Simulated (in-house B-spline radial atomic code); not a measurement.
## Excitations of Lu II (Lu+) by several methods

Full response, energies in eV; labels give the largest channel, * marks a mixed state, a dash one above the method's threshold, and an imaginary frequency an unstable closed-shell reference. Computed with an all-electron radial atomic-structure program (B-spline basis): linear response of the closed shell [Xe] 4f14 6s2 with each method's own kernel (bare exchange for TDHF, static screening on G0W0 levels for BSE, the adiabatic kernel for functionals); scalar-relativistic (spin-free one-electron X2C), finite nucleus, no spin-orbit coupling, no double excitations, S, P, D and F terms only; shells from n = 4 respond. Only terms of natural parity with L up to 3 were computed.

Spin-orbit coupling is strong here, so these LS terms don't match observed levels.

```tsv
method	6s → 5d 3D	6s → 5d 1D	6s → 6p 3P	α (bohr³)
TDHF	0.920	2.203	2.354	72.12
BSE on G0W0@HF	1.416	2.532	3.489	60.06
LDA VWN5	?	?	?	?
PBE	0.946	2.048	3.605	60.23
PBE0	0.957	2.010	3.403	63.58
B3LYP (VWN-RPA)	1.187	2.121	3.786	58.46
CAM-B3LYP	1.257	2.130	3.709	59.23
LC-wPBE	0.848	1.903	3.022	68.05
wB97X	1.711	2.270	4.338	57.71
HSE06	0.982	2.043	3.506	61.87
BHandHLYP	1.224	2.109	3.579	61.84
BLYP	1.181	2.175	3.902	56.25
PBEsol	0.908	2.037	3.583	59.65
BP86	0.883	2.082	3.633	58.25
LDA exchange-only	0.994	2.389	3.261	57.92
B97-1	1.294	2.052	3.907	61.17
RPBE	0.629	1.928	3.383	63.56
OLYP	?	?	?	?
```

(1) What does LDA VWN5 give?

(2) What does OLYP give?

(3) How do the methods fare for 6s → 5d 3D against experiment?

(4) How do the methods fare for 6s → 6p 3P against experiment?

## Answers

(1) 6s → 5d 3D: 1.242; 6s → 5d 1D: 2.128; 6s → 6p 3P: 3.978; α: 55.77 (eV, bohr³).

(2) 6s → 5d 3D: imaginary; 6s → 5d 1D: 1.713; 6s → 6p 3P: 3.191; α: 65.74 (eV, bohr³).

(3) The measured term average is 1.628 eV (NIST). Among the methods with a real root, errors run from -1.00 eV (RPBE) to +0.08 eV (wB97X); wB97X is closest (+0.08 eV).

(4) The measured term average is 3.789 eV (NIST). Among the methods with a real root, errors run from -1.44 eV (TDHF) to +0.55 eV (wB97X); B3LYP (VWN-RPA) is closest (-0.00 eV).
